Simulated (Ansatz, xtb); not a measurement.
## Two isomers of C3H6BFO

Structure X: `CO/C=C/BF`, a singlet. Structure Y: `C=CCOBF`, a singlet. Both are isolated molecules in the gas phase, relaxed with PBE-D3(BJ)/def2-SVP; the shapes shown needn't be the lowest conformers.

X (Å):

```yaml
atoms:
  - { symbol: C, position_ang: [-0.6781, -2.1686, 0.9811] }
  - { symbol: C, position_ang: [-1.2738, 0.1230, 1.0106] }
  - { symbol: C, position_ang: [-0.6949, 0.4567, -0.1808] }
  - { symbol: B, position_ang: [-0.7992, 1.9069, -0.6527] }
  - { symbol: F, position_ang: [-0.2487, 2.2937, -1.8164] }
  - { symbol: O, position_ang: [-1.3138, -1.0672, 1.6231] }
  - { symbol: H, position_ang: [-0.8249, -3.0429, 1.6405] }
  - { symbol: H, position_ang: [0.4090, -1.9809, 0.8472] }
  - { symbol: H, position_ang: [-1.1333, -2.3701, -0.0124] }
  - { symbol: H, position_ang: [-1.8033, 0.8769, 1.6192] }
  - { symbol: H, position_ang: [-0.1694, -0.3073, -0.7771] }
  - { symbol: H, position_ang: [-1.3785, 2.7679, -0.0040] }
```

Y (Å):

| atom | x (Å) | y (Å) | z (Å) |
| --- | --- | --- | --- |
| C | -1.8675 | -0.7891 | 1.9335 |
| C | -0.8678 | 0.1047 | 1.8614 |
| C | -0.8688 | 1.2976 | 0.9505 |
| B | 0.3085 | 0.7605 | -1.1149 |
| F | -0.8091 | 0.2296 | -1.6361 |
| O | 0.3089 | 1.3083 | 0.1212 |
| H | -2.7652 | -0.6977 | 1.2990 |
| H | -1.8310 | -1.6408 | 2.6302 |
| H | 0.0295 | -0.0089 | 2.4958 |
| H | -0.8290 | 2.2363 | 1.5437 |
| H | -1.7899 | 1.3155 | 0.3308 |
| H | 1.3332 | 0.7694 | -1.7638 |

Quicker runs give these differences E(Y) − E(X): GFN2-xTB −26.9 kcal/mol; HF/STO-3G −26.9 kcal/mol (at GFN2-xTB geometries); r2SCAN-D4/def2-SVP −24.7 kcal/mol (at GFN2-xTB geometries).

**Question.** Estimate E(Y) − E(X) at the level CCSD(T)/def2-SVP + ΔMP2/def2-TZVPP.

**Answer.** Calculated at CCSD(T)/def2-SVP + ΔMP2/def2-TZVPP: E(Y) − E(X) = −29.2 kcal/mol, so structure Y lies lower.

Level by level:

```tsv
level	geometry	E(Y) − E(X) (kcal/mol)	departure from the last row (kcal/mol)	job, with rough time for the two
GFN2-xTB	GFN2-xTB	−26.9	+2.3	optimisation, 0.25 s
HF/STO-3G	GFN2-xTB	−26.9	+2.3	single point, 0.47 s
r2SCAN-D4/def2-SVP	GFN2-xTB	−24.7	+4.4	single point, 3.2 s
PBE-D3(BJ)/def2-SVP	PBE-D3(BJ)/def2-SVP	−23.6	+5.6	optimisation, 46 s
HF/def2-SVP	PBE-D3(BJ)/def2-SVP	−29.9	−0.7	part of the CCSD(T) run
MP2/def2-SVP	PBE-D3(BJ)/def2-SVP	−30.3	−1.1	part of the CCSD(T) run
CCSD(T)/def2-SVP	PBE-D3(BJ)/def2-SVP	−30.7	−1.5	single point
CCSD(T)/def2-SVP + ΔMP2/def2-TZVPP	PBE-D3(BJ)/def2-SVP	−29.2		single point, 44 s
```

As drawn, Y has 1 C–C, 1 B–O in place of 1 C–O, 1 C–B.

None of the levels shown reverses the order. The largest departure from CCSD(T)/def2-SVP + ΔMP2/def2-TZVPP is that of PBE-D3(BJ)/def2-SVP, 5.6 kcal/mol. The last row adds to CCSD(T) the change of the MP2 difference between the two basis sets, here +1.5 kcal/mol.

With thermal terms from frequencies at re-optimised GFN2-xTB minima (ideal gas, soft modes damped towards free rotors, one conformer each, 298.15 K, 1 atm): the zero-point term adds +0.2 kcal/mol; ΔH is −29.0 and ΔG −29.2 kcal/mol.

The correlated steps freeze 6 core orbitals. Programs: Ansatz 0.2.0, xtb 6.7.1; the last row on 2 threads of Intel(R) Xeon(R) Processor @ 2.70GHz on a shared host.
